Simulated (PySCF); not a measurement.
A PySCF script (with the pyscf-properties extension) for the NMR shieldings of SMILES FC1=CC(OC=C)=[O+][AlH2-][O]1, C5H6AlFO3, on a GFN2-xTB geometry:

```python
import basis_set_exchange as bse
import numpy as np
from pyscf import gto, dft
from pyscf.prop import nmr

atoms = """
C     3.362785   -0.352877    0.837664
C     2.170421    0.084774    0.478056
O     1.102856   -0.788057    0.413659
C    -0.091704   -0.352626    0.051805
O    -0.279642    0.866086   -0.241883
Al   -1.760758    1.782731   -0.768869
O    -2.734030    0.250584   -0.676088
C    -2.367585   -0.904054   -0.354833
F    -3.334438   -1.836547   -0.383296
C    -1.113608   -1.318108    0.017234
H     3.527284   -1.386343    1.085680
H     4.198127    0.318797    0.890259
H     1.947696    1.111027    0.218403
H    -2.164114    2.708049    0.391008
H    -1.561590    2.166303   -2.244510
H    -0.909299   -2.340797    0.274300
"""
names = dict.fromkeys(["C", "O", "Al", "F", "H"], "pcSseg-1")
basis = {el: gto.basis.parse(bse.get_basis(n, elements=[el], fmt="nwchem")) for el, n in names.items()}
mol = gto.M(atom=atoms, basis=basis, charge=0, verbose=0)
mf = dft.RKS(mol, xc="PBE0")
mf.grids.level = 2
mf.grids.alignment = dft.numint.BLKSIZE   # the property module wants whole blocks of grid points
mf.conv_tol = 1e-9
mf.kernel()

calc = nmr.RKS(mf)   # GIAO
C = mf.mo_coeff
Co = C[:, mf.mo_occ > 0]
resp = mf.gen_response(singlet=True, hermi=2)
def vind(x):   # induced exchange potential for any number of trial vectors
    d = np.einsum("pi,xij,qj->xpq", C, 2 * x.reshape(-1, C.shape[1], Co.shape[1]), Co, optimize=True)
    return np.einsum("xpq,pi,qj->xij", resp(d - d.transpose(0, 2, 1)), C, Co, optimize=True).ravel()
mo1, _ = nmr.rhf.solve_mo1(calc, with_cphf=vind)
sigma = calc.kernel(mo1)
for i, s in enumerate(sigma):   # ppm
    w = np.linalg.eigvalsh((s + s.T) / 2)
    print("%2d %-2s iso %8.1f  s11 %8.1f  s22 %8.1f  s33 %8.1f" % (i, mol.atom_pure_symbol(i), w.mean(), *w))
```

Question: Give the expected output.

Answer: 
```
 0 C  iso     80.3  s11    -25.8  s22     98.5  s33    168.2
 1 C  iso     38.2  s11    -75.2  s22     71.5  s33    118.3
 2 O  iso     93.3  s11    -23.1  s22     79.8  s33    223.2
 3 C  iso      6.8  s11    -73.7  s22     12.1  s33     81.9
 4 O  iso    103.3  s11    -62.3  s22     63.2  s33    308.9
 5 Al iso    433.9  s11    366.5  s22    391.9  s33    543.3
 6 O  iso    102.8  s11    -50.3  s22     98.3  s33    260.5
 7 C  iso      4.5  s11    -88.1  s22     42.6  s33     58.8
 8 F  iso    173.1  s11     26.3  s22    217.0  s33    276.0
 9 C  iso    114.0  s11     65.6  s22    130.2  s33    146.2
10 H  iso     26.3  s11     23.6  s22     24.7  s33     30.6
11 H  iso     26.5  s11     24.6  s22     25.4  s33     29.6
12 H  iso     23.8  s11     19.7  s22     21.9  s33     29.7
13 H  iso     27.4  s11     24.6  s22     25.0  s33     32.8
14 H  iso     27.4  s11     24.6  s22     25.0  s33     32.8
15 H  iso     26.8  s11     23.0  s22     28.2  s33     29.3
```

These numbers come from an equivalent density-fitted implementation of the same equations, which agrees with the script to about 0.01 ppm for H and up to a few tenths of a ppm for heavy atoms, so last digits may differ.

Size and cost of the density-fitted run: 207 basis functions, 37 s wall time on 1 thread of an Arm Neoverse V2, shared host; peak memory 0.92 GiB.
